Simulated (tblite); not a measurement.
H3N, charge +1, doublet, at a GFN2-xTB geometry (a state made from the parent by changing its charge; the spin is typed, not shown lowest); GFN1-xTB run with tblite.

The tblite input:
```
$ tblite run mol.xyz --method gfn1 --charge 1 --spin 1 --etemp 2000 --json tblite.json --no-restart

# file mol.xyz
4

N      0.00000000    -0.00000000     0.00000000
H      0.01502573     1.02772160    -0.01944823
H      0.88265094    -0.52673581     0.01709961
H     -0.89767667    -0.50098579     0.00234863
```

The log (banner, timings and long lists left out):

```
xTB calculator
 | screened Coulomb repulsion
 | Coulomb electrostatics
 |  * isotropic Klopman-Ohno-Mataga-Nishimoto electrostatics
 |  * onsite third-order electrostatics
 | DFT-D3(BJ) dispersion correction

halogen bonding energy    0.0000000000000E+00 Eh
repulsion energy          4.7760542538862E-02 Eh
dispersion energy        -2.9229445471875E-04 Eh
number of electrons       7.0000000000000E+00 e
integral cutoff           1.9731147476801E+01 bohr

------------------------------------------------------------
  cycle        total energy    energy error   density error
------------------------------------------------------------
      1     -4.221038926557  -4.2685072E+00   3.1830864E-01
      2     -4.225048823438  -4.0098969E-03   1.6752872E-01
      3     -4.225711329552  -6.6250611E-04   2.6524333E-02
      4     -4.225756131910  -4.4802357E-05   3.0653516E-04
      5     -4.225756148719  -1.6808912E-08   1.0853358E-06
------------------------------------------------------------

electronic energy        -4.2732243968027E+00 Eh
total energy             -4.2257561487185E+00 Eh

Post processing:
 | Mayer-Wiberg bond orders

[Info] JSON dump of results written to 'tblite.json'
```
